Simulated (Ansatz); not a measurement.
Cost and result for the atomization energy of `F[B@H-]1[Br+][B@H-](F)[Br+]1` (8 atoms, 8 bonds).

| atom | x (Å) | y (Å) | z (Å) |
| --- | --- | --- | --- |
| F1 | -1.448 | -0.989 | 1.598 |
| B2 | -0.994 | -0.995 | 0.354 |
| Br3 | -1.152 | 0.974 | -0.493 |
| B4 | 0.992 | 0.995 | -0.349 |
| F5 | 1.527 | 1.098 | -1.555 |
| Br6 | 1.155 | -1.027 | 0.359 |
| H7 | -1.375 | -1.779 | -0.453 |
| H8 | 1.295 | 1.723 | 0.540 |

Total charge 0; spin multiplicity 1. Correlated methods include outer-core shells of Br, which these sets cover unevenly. Scalar relativity is left out up to krypton. Geometry: relaxed with PBE0-D4/def2-TZVP. Program: Ansatz. All runs use 8 threads of an Arm Neoverse V1 on a shared host. Times are those of one run each, without the atoms' runs, and a repeat can differ threefold. Electronic energies, without spin–orbit coupling; frozen cores. CCSD(T)/CBS adds CCSD(T) − MP2 in def2-TZVPP to the MP2 limit, and its time is that of the two runs behind it. T1 = 0.010. With those shells the extrapolation isn't a true limit.

CCSD(T)/CBS is a level of theory with its own doubt, some kJ/mol a heavy atom from the limit and from the frozen cores, so smaller differences don't rank the functionals.

```
                  level  functions  wall time  atomization (kJ/mol)  difference from CCSD(T)/CBS  per bond
 LDA (SPW92)/def2-TZVPP        248      1.2 s                3369.5                        499.3      62.4
   revPBE-D4/def2-TZVPP        248      1.7 s                2873.7                          3.5       0.4
     BLYP-D4/def2-TZVPP        248        2 s                2861.8                         -8.4      -1.1
    BHLYP-D4/def2-TZVPP        248      3.3 s                2750.9                       -119.3     -14.9
CAM-B3LYP-D4/def2-TZVPP        248      3.7 s                2863.2                         -7.0      -0.9
  r2SCANh-D4/def2-TZVPP        248      4.9 s                2891.8                         21.6       2.7
    PBE-QIDH/def2-TZVPP        248      5.5 s                2876.7                          6.5       0.8
     ωB97X-V/def2-TZVPP        248        7 s                2860.1                        -10.1      -1.3
      B97M-V/def2-TZVPP        248      7.5 s                2871.9                          1.7       0.2
       CCSD(T)/def2-SVP        130       15 s                2722.5                       -147.7     -18.5
         MP2/def2-QZVPP        466       23 s                2968.4                         98.2      12.3
     CCSD(T)/def2-TZVPP        248    4.8 min                2792.9                        -77.3      -9.7
      CCSD(T)/CBS(def2)          –    5.2 min                2870.2                          0.0       0.0
```

Leaving LDA and LC-ωPBE aside and taking each functional with its dispersion term where it has one, the values, not all of them listed here, spread over 215.9 kJ/mol, from BHLYP-D4 to PBE-D4. LDA lies +427.1 kJ/mol from PBE without D4, its usual overbinding. At CCSD(T), def2-SVP lies −147.8 kJ/mol from the extrapolated value and def2-TZVPP −77.3 kJ/mol: correlation converges slowly with the basis, and small sets miss more of it in the bonded molecule than in its fragments. From BLYP to BHLYP (50 % exact exchange), in def2-TZVPP and without D4, the atomization energy moves by −90.6 kJ/mol: exact exchange takes away binding that semilocal exchange gives to molecules.
